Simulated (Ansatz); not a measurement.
The cluster InAs2⁻, relaxed as a quintet with UKS r2SCAN-D4/def2-TZVPD in Ansatz, starting from the r2SCAN-D4/def2-TZVPD geometry of the charge -1 singlet. Force threshold 0.02 eV/Å.

In the def2 sets In takes a core potential; there is no spin–orbit coupling. The highest occupied level of the charge -1 quintet lies above zero (up to 1.26 eV). The electron is either unbound and held by the finite basis, or the level is raised by self-interaction error. At r2SCAN-D4/def2-TZVPD a singlet of charge -1 lies 2.33 eV below the quintet, each at its own geometry. The structure comes from a short search, and lower isomers may exist.

Start:

```tsv
atom	x (Å)	y (Å)	z (Å)
In1	1.077	0.628	1.111
As2	-0.122	0.379	-1.352
As3	-0.956	-1.007	0.241
```

Problem. Estimate the energy that the relaxation releases and the steps that it takes.

Solution. 5.8 kJ/mol, in 3 steps; 16 s on 4 threads of Arm Neoverse V1 on a shared host. No frequencies were taken in this run, so the end may be a saddle point.

Problem. Does the start keep its bonding and symmetry?

Solution. By distances, no bond broke or formed. The bond that changes most is As2–As3, from 2.27 to 2.37 Å (atoms count from 1). Point group C2v at the start, C2v at the end, both within 0.05 Å.

Problem. Predict the relaxed structure.

Solution. 
Cartesian coordinates in Å:
```
In 1.072 0.625 1.105
As -0.101 0.410 -1.382
As -0.971 -1.035 0.277
```
Bond lengths: 2 × As–In 2.76 Å; 1 × As–As 2.37 Å.
